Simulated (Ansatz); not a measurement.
The same path of a periodic cell of 23 atoms, Be18H4C (surface Be(0001), adsorbate CH4) was run twice with different band settings.

All numbers below come from Ansatz 0.2.0, DFT PBEsol, scalar-relativistic, plane waves, PAW. Settings: cutoff 420 eV, k mesh 5x4x1, fermi-dirac smearing 0.15 eV, no spin polarisation.

Relaxed end points:

```xyz
23
Lattice="4.5800 0.0000 0.0000 3.4350 5.9496 0.0000 0.0000 0.0000 16.5884" Properties=species:S:1:pos:R:3
Be 0.000 0.000 1.000
Be 2.290 0.000 1.000
Be 1.145 1.983 1.000
Be 3.435 1.983 1.000
Be 2.290 3.966 1.000
Be 4.580 3.966 1.000
Be -0.001 1.324 2.825
Be 2.289 1.324 2.825
Be 1.144 3.307 2.826
Be 3.434 3.307 2.826
Be 2.289 5.290 2.825
Be 4.579 5.290 2.826
Be 0.000 0.000 4.651
Be 2.291 0.000 4.650
Be 1.145 1.983 4.650
Be 3.435 1.983 4.651
Be 2.290 3.967 4.650
Be 4.580 3.967 4.654
C 4.638 3.930 8.464
H 3.598 4.078 8.141
H 5.000 2.962 8.093
H 5.264 4.735 8.055
H 4.689 3.946 9.561
```

```xyz
23
Lattice="4.5800 0.0000 0.0000 3.4350 5.9496 0.0000 0.0000 0.0000 16.5884" Properties=species:S:1:pos:R:3
Be 0.000 0.000 1.000
Be 2.290 0.000 1.000
Be 1.145 1.983 1.000
Be 3.435 1.983 1.000
Be 2.290 3.966 1.000
Be 4.580 3.966 1.000
Be -0.001 1.324 2.825
Be 2.289 1.324 2.825
Be 1.144 3.307 2.826
Be 3.434 3.307 2.826
Be 2.289 5.290 2.826
Be 4.579 5.290 2.825
Be 0.001 0.000 4.650
Be 2.290 0.000 4.651
Be 1.145 1.983 4.651
Be 3.435 1.983 4.650
Be 2.290 3.967 4.654
Be 4.580 3.967 4.650
C 6.928 3.930 8.464
H 5.888 4.078 8.141
H 7.290 2.962 8.093
H 7.554 4.735 8.055
H 6.979 3.946 9.561
```

Common settings: spring 5.0 eV/Å²; optimiser quadratic models (default); force threshold 0.05 eV/Å; end points relaxed; atoms held 1 to 6.

| run | movable images | climbing image | start path | iteration limit |
| --- | --- | --- | --- | --- |
| 1 | 5 | yes | IDPP | 24 |
| 2 | 4 | no | default | 45 |

(1) What does each run give, and how far can it be trusted?

Answers

(1) Run 1: converged after 6 iterations, highest image 0.000 eV above the first end. The highest image is an end point: on this band no image between the ends rises above it.
Run 2: converged after 1 iterations, highest image 0.000 eV above the first end. The highest image is an end point: on this band no image between the ends rises above it.
Limits of this set-up: coarse k mesh, thin slab, slab without dipole correction, no dispersion correction for a molecule that may bind weakly.
